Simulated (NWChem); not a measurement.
System: C₂H₆N, doublet; SMILES C[N]C

Excerpt of the output:

```
             Northwest Computational Chemistry Package (NWChem) 7.3.0
             --------------------------------------------------------

                             Geometry "geometry" -> ""
                             -------------------------

 Output coordinates in angstroms (scale by  1.889725989 to convert to a.u.)

  No.       Tag          Charge          X              Y              Z
 ---- ---------------- ---------- -------------- -------------- --------------
    1 C                    6.0000     1.18488300     0.02416800     0.15003400
    2 N                    7.0000     0.00018100    -0.48325600    -0.45698300
    3 C                    6.0000    -1.18484500     0.02352200     0.14994500
    4 H                    1.0000     2.08504900    -0.38309500    -0.33398600
    5 H                    1.0000     1.22941600    -0.22268300     1.23196700
    6 H                    1.0000     1.23112000     1.13243400     0.09399700
    7 H                    1.0000    -1.22968600    -0.22426400     1.23165200
    8 H                    1.0000    -2.08475200    -0.38358500    -0.33468400
    9 H                    1.0000    -1.23131800     1.13182300     0.09484000

 Effective nuclear repulsion energy (a.u.)      76.9784921231

                                 NWChem DFT Module
                                 -----------------

 Summary of "ao basis" -> "ao basis" (spherical)
 ------------------------------------------------------------------------------
       Tag                 Description            Shells   Functions and Types
 ---------------- ------------------------------  ------  ---------------------
 C                          def2-svp                 6       14   3s2p1d
 N                          def2-svp                 6       14   3s2p1d
 H                          def2-svp                 3        5   2s1p

 in cosmo_initialize ...
 calling solv_data for solv:dcm

 solvent parameters
 solvname_short: dcm
 solvname_long:  dichloromethane
 dielec:        8.9300
 dielecinf:     2.0283
 nonaqueous SMD model solvent descriptors
 dielec:        8.9300
 sola:          0.1000
 solb:          0.0500
 solc:          0.0000
 solg:         39.1500
 solh:          0.6670
 soln:          1.4242

          ---------------
          -cosmo- solvent
          ---------------
 Cosmo: York-Karplus, doi: 10.1021/jp992097l
 dielectric constant -eps-     =   8.93
 screen = (eps-1)/(eps    )    =   0.88802
 surface charge correction     = lagrangian

   van der Waals surface
 --------------------------

 ---------- ATOMIC COORDINATES (A.U.) ------------ VDWR(ANG.) --
     1    2.23910420    0.04567090    0.28352315     1.850
     2    0.00034204   -0.91322142   -0.86357265     1.890
     3   -2.23903239    0.04445013    0.28335496     1.850
     4    3.94017128   -0.72394458   -0.63114202     1.200
     5    2.32325937   -0.42080985    2.32808006     1.200
     6    2.32647946    2.13998996    0.17762857     1.200
     7   -2.32376959   -0.42379751    2.32748479     1.200
     8   -3.93961003   -0.72487054   -0.63246105     1.200
     9   -2.32685362    2.13883534    0.17922161     1.200
 number of segments per atom =        128
 number of   points per atom =        128
 atom (   nspa,  nppa )
 ----------------------
    1 (     56,     0 )       0
    2 (     62,     0 )       0
    3 (     56,     0 )       0
    4 (     56,     0 )       0
    5 (     53,     0 )       0
    6 (     56,     0 )       0
    7 (     53,     0 )       0
    8 (     56,     0 )       0
    9 (     56,     0 )       0
 number of -cosmo- surface points =      504
 molecular surface =     82.345 angstrom**2
 molecular volume  =     63.461 angstrom**3
 -lineq- algorithm             =   0
 -bem- low  level              =   3
 -bem- from -octahedral-
 gaussian surface charge width =   4.50000
 degree of switching           =   1.00000
 switching function tolerance  =   0.00010
 atomic radii =
 --------------
    1  6.000  1.850
    2  7.000  1.890
    3  6.000  1.850
    4  1.000  1.200
    5  1.000  1.200
    6  1.000  1.200
    7  1.000  1.200
    8  1.000  1.200
    9  1.000  1.200
 ...... end of -cosmo- initialization ......

 nat:                     9
 ixmem:                  4523
 calling mnsol_interface()
 G(SMD-CDS) energy (kcal/mol)  =    -0.538
 SMD-CDS SASA (angstrom**2)    =   111.008

[...]

                                COSMO-SMD solvation results
                                ---------------------------

             internal energy in gas <Psi(g)|H|Psi(g)> =      -134.322760658531
         internal energy in solvent <Psi(s)|H|Psi(s)> =      -134.321850337121
                               delta internal energy  =         0.000910321410 (    0.57 kcal/mol)
   total free energy in solvent <Psi(s)|H+V/2|Psi(s)> =      -134.328501508025
 polarization energy contribution <Psi(s)|V/2|Psi(s)> =        -0.006651170904 (   -4.17 kcal/mol)
    total free energy in solvent including G(SMD-CDS) =      -134.329358678832
                       G(SMD-CDS) energy contribution =        -0.000857170807 (   -0.54 kcal/mol)
     1 M fixed-concentration free energy of solvation =        -0.006598020301 (   -4.14 kcal/mol)

                    DFT Final Alpha Molecular Orbital Analysis
                    ------------------------------------------

 Vector   11  Occ=1.000000D+00  E=-4.270545D-01
              MO Center=  6.8D-05, -1.4D-01, -4.7D-02, r^2= 3.4D+00
   Bfn.  Coefficient  Atom+Function         Bfn.  Coefficient  Atom+Function
  ----- ------------  ---------------      ----- ------------  ---------------
     4      0.298153  1 C  px                32      0.298095  3 C  px
    43      0.286390  4 H  s                 63     -0.286391  8 H  s
    18      0.211002  2 N  px                 7      0.130135  1 C  px
    35      0.130111  3 C  px                44      0.127926  4 H  s
    64     -0.127927  8 H  s                  6     -0.110465  1 C  pz

 Vector   12  Occ=1.000000D+00  E=-3.360960D-01
              MO Center=  1.5D-04, -3.9D-01, -3.5D-01, r^2= 1.9D+00
   Bfn.  Coefficient  Atom+Function         Bfn.  Coefficient  Atom+Function
  ----- ------------  ---------------      ----- ------------  ---------------
    20      0.374652  2 N  pz                19      0.312871  2 N  py
    17      0.283891  2 N  s                 23     -0.283581  2 N  pz
    22     -0.236833  2 N  py                16      0.163401  2 N  s
     6      0.152032  1 C  pz                34      0.152034  3 C  pz
    43     -0.143773  4 H  s                 63     -0.143772  8 H  s

 Vector   13  Occ=1.000000D+00  E=-3.051100D-01
              MO Center=  8.7D-05, -1.8D-01, -9.8D-02, r^2= 2.0D+00
   Bfn.  Coefficient  Atom+Function         Bfn.  Coefficient  Atom+Function
  ----- ------------  ---------------      ----- ------------  ---------------
    19      0.428912  2 N  py                20     -0.358198  2 N  pz
    22     -0.347444  2 N  py                23      0.290170  2 N  pz
    48     -0.182567  5 H  s                 53      0.183215  6 H  s
    58     -0.182658  7 H  s                 68      0.183125  9 H  s
    49     -0.135058  5 H  s                 54      0.135490  6 H  s

 Vector   14  Occ=0.000000D+00  E= 1.107030D-01
              MO Center= -7.4D-05,  3.4D-01,  5.3D-01, r^2= 6.2D+00
   Bfn.  Coefficient  Atom+Function         Bfn.  Coefficient  Atom+Function
  ----- ------------  ---------------      ----- ------------  ---------------
     3      1.610196  1 C  s                 31      1.610193  3 C  s
    49     -0.844313  5 H  s                 54     -0.846328  6 H  s
    59     -0.844391  7 H  s                 69     -0.846249  9 H  s
    44     -0.723226  4 H  s                 64     -0.723220  8 H  s
     7      0.355946  1 C  px                35     -0.356080  3 C  px

 Vector   15  Occ=0.000000D+00  E= 1.543343D-01
              MO Center=  2.4D-05,  3.5D-02,  1.6D-01, r^2= 8.3D+00
   Bfn.  Coefficient  Atom+Function         Bfn.  Coefficient  Atom+Function
  ----- ------------  ---------------      ----- ------------  ---------------
     3      2.110996  1 C  s                 31     -2.110998  3 C  s
    44     -1.166743  4 H  s                 64      1.166732  8 H  s
    49     -0.863329  5 H  s                 54     -0.865252  6 H  s
    59      0.863572  7 H  s                 69      0.865028  9 H  s
     7      0.303695  1 C  px                35      0.303713  3 C  px

 Vector   16  Occ=0.000000D+00  E= 1.664477D-01
              MO Center=  1.2D-04, -2.9D-01, -2.2D-01, r^2= 7.4D+00
   Bfn.  Coefficient  Atom+Function         Bfn.  Coefficient  Atom+Function
  ----- ------------  ---------------      ----- ------------  ---------------
    44      1.431814  4 H  s                 64      1.431817  8 H  s
     9      0.596170  1 C  pz                37      0.597103  3 C  pz
     8      0.498347  1 C  py                36      0.497460  3 C  py
    49     -0.492433  5 H  s                 59     -0.493120  7 H  s
    54     -0.487279  6 H  s                 69     -0.486553  9 H  s

                     DFT Final Beta Molecular Orbital Analysis
                     -----------------------------------------

 Vector   10  Occ=1.000000D+00  E=-4.410525D-01
              MO Center= -4.2D-05,  2.1D-01,  3.8D-01, r^2= 2.7D+00
   Bfn.  Coefficient  Atom+Function         Bfn.  Coefficient  Atom+Function
  ----- ------------  ---------------      ----- ------------  ---------------
     5      0.253954  1 C  py                33     -0.253963  3 C  py
    48     -0.221863  5 H  s                 53      0.222972  6 H  s
    58      0.221999  7 H  s                 68     -0.222838  9 H  s
     6     -0.211874  1 C  pz                34      0.211865  3 C  pz
     8      0.128139  1 C  py                36     -0.128160  3 C  py

[...]
```

Level: M06-2X/def2-SVP, spin-unrestricted, SMD on the gas-phase geometry. The geometry was optimised at PBE0/def2-SVP, spin-unrestricted. No stability test was run on the SCF state. Solvent: dichloromethane.

Task: Reconstruct the input file.

Result: This is not unique; one that fits is the input that was run:
```
start job
memory heap 200 mb stack 900 mb global 1100 mb
geometry units angstroms noautosym nocenter noautoz
  C      1.184883     0.024168     0.150034
  N      0.000181    -0.483256    -0.456983
  C     -1.184845     0.023522     0.149945
  H      2.085049    -0.383095    -0.333986
  H      1.229416    -0.222683     1.231967
  H      1.231120     1.132434     0.093997
  H     -1.229686    -0.224264     1.231652
  H     -2.084752    -0.383585    -0.334684
  H     -1.231318     1.131823     0.094840
end
basis spherical
  C library def2-svp
  N library def2-svp
  H library def2-svp
end
dft
  odft
  mult 2
  xc m06-2x
  iterations 150
end
cosmo
  do_cosmo_smd true
  solvent dcm
end
task dft energy
```
